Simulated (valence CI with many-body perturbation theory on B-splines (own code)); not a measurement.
## Er53+: electric-dipole lines

Method: relativistic CI+MBPT: five valence electrons over a frozen Dirac-Fock core [Ne], radial functions for each j: 11 s, 11 p, 10 d, 8 f, 5 g, 2 h, with the one-electron correlation potential Σ1, the two-electron term Σ2, the three-electron term Σ3, Breit, model QED; selected CI, second order for the rest, scaled by the run's own slope (own B-spline code, finite nucleus).

The last digits are not significant, and no measured levels were compared; by estimate large intervals hold to a few tenths of a per cent, small ones and those within an open d or f shell to about a per cent. Among the levels kept, up to 3000 cm⁻¹ of a level comes from second order outside the variational space, and about a tenth of that is noise between levels of different J, which matters for small intervals.

Lines 151 to 200 of 564 in falling wavelength, among levels below 1033.8 eV, chosen from the strongest by gf and those to the six lowest levels. Wavelengths and rates use the calculated energies. Electric multipoles are in the length gauge, E1 and E2 with the static RPA response of the core. Weak lines are less certain than strong ones. Lines between different terms over intervals too small for the method are left out, as are lines whose strength nearly cancels. The highest levels of a list are the least certain.

Levels are named by their leading jj configuration (3d3/2^4 stands for four electrons in 3d with j = 3/2), which in mixed levels can hold well under half, so a name can repeat and another be missing. Letters in brackets count levels of one name in rising energy.

| λ vac (Å) | Upper | Lower | A (s⁻¹) | S (a.u.) with core polarisation | S without |
| --- | --- | --- | --- | --- | --- |
| 44.86 | (3s 3p1/2 3p3/2^2 3d5/2) J=5/2 [c] | (3s 3p1/2 3p3/2^3) J=5/2 | 4.52e+10 | 1.21e-02 | 1.23e-02 |
| 44.84 | (3s^2 3p1/2 3d3/2 3d5/2) J=9/2 | (3s^2 3p1/2 3p3/2 3d3/2) J=7/2 | 1.82e+11 | 8.10e-02 | 8.21e-02 |
| 44.83 | (3s^2 3p1/2 3d3/2 3d5/2) J=3/2 [b] | (3s^2 3p1/2 3p3/2 3d3/2) J=1/2 [b] | 1.20e+11 | 2.13e-02 | 2.16e-02 |
| 44.79 | (3s 3p1/2 3p3/2^2 3d5/2) J=1/2 [c] | (3s 3p1/2 3p3/2^3) J=3/2 [b] | 1.11e+11 | 9.85e-03 | 1.00e-02 |
| 44.77 | (3s 3p1/2 3p3/2^2 3d5/2) J=3/2 [a] | (3s 3p1/2 3p3/2^3) J=3/2 [a] | 1.01e+11 | 1.79e-02 | 1.82e-02 |
| 44.56 | (3s^2 3p1/2 3d3/2 3d5/2) J=5/2 [a] | (3s^2 3p1/2 3p3/2 3d3/2) J=5/2 [a] | 8.72e+10 | 2.29e-02 | 2.32e-02 |
| 44.55 | (3s 3p1/2^2 3d5/2^2) J=5/2 | (3s 3p1/2^2 3p3/2 3d5/2) J=3/2 [a] | 3.42e+10 | 8.95e-03 | 9.06e-03 |
| 44.51 | (3s^2 3p1/2 3d5/2^2) J=1/2 | (3s^2 3p1/2 3p3/2 3d5/2) J=1/2 | 9.20e+10 | 8.01e-03 | 8.11e-03 |
| 44.45 | (3s^2 3p3/2 3d5/2^2) J=5/2 | (3s^2 3p3/2^2 3d5/2) J=7/2 | 4.47e+10 | 1.16e-02 | 1.18e-02 |
| 44.45 | (3s 3p1/2^2 3d5/2^2) J=1/2 | (3s 3p1/2^2 3p3/2 3d5/2) J=3/2 [b] | 1.31e+11 | 1.14e-02 | 1.15e-02 |
| 44.44 | (3s 3p1/2 3p3/2^2 3d5/2) J=1/2 [c] | (3s 3p1/2 3p3/2^3) J=1/2 | 1.58e+11 | 1.37e-02 | 1.39e-02 |
| 44.42 | (3s^2 3p1/2 3d3/2 3d5/2) J=7/2 [b] | (3s^2 3p1/2 3p3/2 3d3/2) J=5/2 [b] | 2.05e+11 | 7.10e-02 | 7.20e-02 |
| 44.42 | (3s 3p1/2^2 3p3/2 3d5/2) J=7/2 [a] | (3s 3p1/2^2 3p3/2^2) J=5/2 | 1.89e+11 | 6.54e-02 | 6.63e-02 |
| 44.42 | (3s^2 3p1/2 3p3/2 3d5/2) J=1/2 | (3s^2 3p1/2 3p3/2^2) J=1/2 | 2.75e+11 | 2.38e-02 | 2.42e-02 |
| 44.41 | (3s^2 3p3/2 3d5/2^2) J=7/2 | (3s^2 3p3/2^2 3d5/2) J=9/2 | 6.70e+10 | 2.32e-02 | 2.35e-02 |
| 44.40 | (3s 3p1/2^2 3d3/2 3d5/2) J=5/2 [a] | (3s 3p1/2^2 3p3/2 3d3/2) J=3/2 [a] | 1.30e+11 | 3.37e-02 | 3.42e-02 |
| 44.35 | (3s 3p1/2^2 3d5/2^2) J=5/2 | (3s 3p1/2^2 3p3/2 3d5/2) J=7/2 [a] | 4.30e+10 | 1.11e-02 | 1.13e-02 |
| 44.34 | (3s 3p1/2^2 3p3/2 3d5/2) J=3/2 [b] | (3s 3p1/2^2 3p3/2^2) J=1/2 | 8.66e+10 | 1.49e-02 | 1.51e-02 |
| 44.33 | (3s 3p1/2^2 3p3/2 3d5/2) J=5/2 [b] | (3s 3p1/2^2 3p3/2^2) J=3/2 | 2.98e+11 | 7.67e-02 | 7.78e-02 |
| 44.18 | (3s 3p1/2 3p3/2^2 3d5/2) J=3/2 [d] | (3s 3p1/2 3p3/2^3) J=3/2 [b] | 1.82e+11 | 3.10e-02 | 3.15e-02 |
| 44.14 | (3s 3p1/2 3p3/2^2 3d5/2) J=5/2 [b] | (3s 3p1/2 3p3/2^3) J=3/2 [a] | 9.86e+10 | 2.51e-02 | 2.55e-02 |
| 44.11 | (3s^2 3p3/2 3d3/2 3d5/2) J=5/2 [d] | (3s^2 3p3/2^2 3d3/2) J=3/2 [b] | 1.67e+11 | 4.24e-02 | 4.30e-02 |
| 44.11 | (3s^2 3p1/2 3d5/2^2) J=9/2 | (3s^2 3p1/2 3p3/2 3d5/2) J=9/2 | 7.56e+10 | 3.20e-02 | 3.24e-02 |
| 44.09 | (3s^2 3p3/2 3d5/2^2) J=7/2 | (3s^2 3p3/2^2 3d5/2) J=7/2 | 6.46e+10 | 2.18e-02 | 2.21e-02 |
| 44.07 | (3s^2 3p1/2 3d3/2 3d5/2) J=3/2 [a] | (3s^2 3p1/2 3p3/2 3d3/2) J=1/2 [a] | 7.46e+10 | 1.26e-02 | 1.28e-02 |
| 44.06 | (3s^2 3p1/2 3d3/2 3d5/2) J=3/2 [a] | (3s^2 3p1/2 3p3/2 3d3/2) J=3/2 [a] | 1.30e+11 | 2.20e-02 | 2.23e-02 |
| 44.02 | (3s^2 3p1/2 3p3/2 3d5/2) J=5/2 [b] | (3s^2 3p1/2 3p3/2^2) J=5/2 | 7.85e+10 | 1.98e-02 | 2.01e-02 |
| 44.01 | (3s^2 3p1/2 3p3/2 3d5/2) J=7/2 [b] | (3s^2 3p1/2 3p3/2^2) J=5/2 | 3.25e+11 | 1.09e-01 | 1.11e-01 |
| 43.96 | (3s^2 3p1/2 3d5/2^2) J=1/2 | (3s^2 3p1/2 3p3/2 3d5/2) J=3/2 [b] | 2.85e+11 | 2.39e-02 | 2.42e-02 |
| 43.88 | (3s^2 3p1/2 3d3/2^2) J=3/2 | (3s 3p1/2^2 3p3/2^2) J=1/2 | 5.24e+10 | 8.75e-03 | 8.87e-03 |
| 43.86 | (3s^2 3p1/2 3d3/2 3d5/2) J=1/2 | (3s^2 3p1/2 3p3/2 3d3/2) J=1/2 [a] | 1.89e+11 | 1.57e-02 | 1.59e-02 |
| 43.84 | (3s 3p1/2 3p3/2^2 3d5/2) J=5/2 [d] | (3s 3p1/2 3p3/2^3) J=5/2 | 1.14e+11 | 2.83e-02 | 2.87e-02 |
| 43.81 | (3s 3p1/2^2 3d3/2 3d5/2) J=3/2 [a] | (3s 3p1/2^2 3p3/2 3d3/2) J=1/2 [a] | 1.23e+11 | 2.03e-02 | 2.06e-02 |
| 43.70 | (3s 3p1/2 3p3/2^2 3d5/2) J=7/2 [d] | (3s 3p1/2 3p3/2^3) J=5/2 | 2.83e+10 | 9.32e-03 | 9.45e-03 |
| 43.60 | (3s^2 3p3/2 3d5/2^2) J=9/2 | (3s^2 3p3/2^2 3d5/2) J=9/2 | 2.49e+11 | 1.02e-01 | 1.03e-01 |
| 43.59 | (3s^2 3p3/2 3d3/2 3d5/2) J=1/2 [b] | (3s^2 3p3/2^2 3d3/2) J=3/2 [b] | 3.05e+11 | 2.49e-02 | 2.53e-02 |
| 43.55 | (3s 3p1/2^2 3d3/2 3d5/2) J=3/2 [a] | (3s 3p1/2^2 3p3/2 3d3/2) J=3/2 [a] | 4.39e+10 | 7.16e-03 | 7.25e-03 |
| 43.53 | (3s 3p1/2^2 3d5/2^2) J=1/2 | (3s 3p1/2^2 3p3/2 3d5/2) J=1/2 | 9.84e+10 | 8.01e-03 | 8.12e-03 |
| 43.53 | (3s 3p1/2^2 3d3/2 3d5/2) J=9/2 | (3s 3p1/2^2 3p3/2 3d3/2) J=7/2 | 1.92e+11 | 7.81e-02 | 7.92e-02 |
| 43.38 | (3s^2 3p3/2 3d3/2 3d5/2) J=7/2 [c] | (3s^2 3p3/2^2 3d3/2) J=7/2 | 2.51e+10 | 8.08e-03 | 8.19e-03 |
| 43.38 | (3s^2 3p3/2 3d3/2 3d5/2) J=7/2 [c] | (3s^2 3p3/2^2 3d3/2) J=5/2 | 4.17e+11 | 1.34e-01 | 1.36e-01 |
| 43.36 | (3s^2 3p3/2 3d3/2^2) J=7/2 [a] | (3s 3p1/2 3p3/2^3) J=5/2 | 1.52e+11 | 4.89e-02 | 4.96e-02 |
| 43.35 | (3s 3p1/2 3p3/2^2 3d5/2) J=5/2 [f] | (3s 3p1/2 3p3/2^3) J=3/2 [b] | 4.19e+11 | 1.01e-01 | 1.02e-01 |
| 43.29 | (3s^2 3p3/2 3d5/2^2) J=9/2 | (3s^2 3p3/2^2 3d5/2) J=7/2 | 2.19e+11 | 8.77e-02 | 8.89e-02 |
| 43.17 | (3s^2 3p1/2 3d5/2^2) J=3/2 | (3s^2 3p1/2 3p3/2 3d5/2) J=5/2 [a] | 6.88e+10 | 1.09e-02 | 1.11e-02 |
| 43.17 | (3s 3p1/2^2 3d5/2^2) J=5/2 | (3s 3p1/2^2 3p3/2 3d5/2) J=5/2 [a] | 2.07e+11 | 4.94e-02 | 5.01e-02 |
| 43.12 | (3s^2 3p1/2 3d5/2^2) J=5/2 | (3s^2 3p1/2 3p3/2 3d5/2) J=5/2 [a] | 2.27e+11 | 5.38e-02 | 5.46e-02 |
| 43.08 | (3s 3p1/2 3p3/2^2 3d5/2) J=3/2 [e] | (3s 3p1/2 3p3/2^3) J=3/2 [b] | 1.34e+11 | 2.11e-02 | 2.14e-02 |
| 43.02 | (3s^2 3p3/2^2 3d5/2) J=3/2 | (3s^2 3p3/2^3) J=3/2 | 4.73e+11 | 7.44e-02 | 7.55e-02 |
| 42.97 | (3s^2 3p3/2 3d3/2 3d5/2) J=5/2 [c] | (3s^2 3p3/2^2 3d3/2) J=3/2 [a] | 2.29e+11 | 5.38e-02 | 5.46e-02 |
